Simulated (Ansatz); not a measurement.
The first iterations of a band of ClFH2SSn (6 atoms, charge 0, multiplicity 1).

Method: RKS PBE-D4/def2-SVP (Ansatz 0.2.0).

* movable images: 5
* climbing image: yes
* spring: 5.0 eV/Å²
* optimiser: quadratic models (default)
* start path: IDPP
* force threshold: 0.03 eV/Å
* iteration limit: 60
* end points: relaxed

Image 0:

```xyz
6
Properties=species:S:1:pos:R:3
F -1.879 0.348 -0.922
Sn 0.014 -0.010 -0.584
S 0.737 1.266 1.335
Cl 0.069 -2.295 -0.003
H 0.858 0.316 -2.047
H 0.243 0.312 2.176
```

Image 6:

```xyz
6
Properties=species:S:1:pos:R:3
F -1.919 0.019 -0.670
Sn -0.007 -0.296 -0.400
S 0.616 0.628 1.746
Cl 0.268 -2.625 -0.230
H 0.767 0.319 -1.813
H 0.318 1.891 1.321
```

| iteration | highest image above the first end (eV) | largest band force component (eV/Å) |
| --- | --- | --- |
| 1 | 0.134 | 0.824 |
| 2 | 0.043 | 0.167 |

Question: Does the band converge within its limit, and where does its top end?

Answer: The forces met the threshold. It ended after 5 iterations with the highest image 0.040 eV above the first end. The top lies less than 8 meV above the higher end, about what the thresholds resolve: that end is a shoulder or a very shallow well. A vibrational analysis at the climbing image gives one clearly imaginary mode, 90i cm⁻¹: a first-order saddle point.

Run time: 37 s on 1 thread of AMD EPYC 9R45 96-Core Processor (Zen 5), on a shared host, peak memory 0.14 GiB.
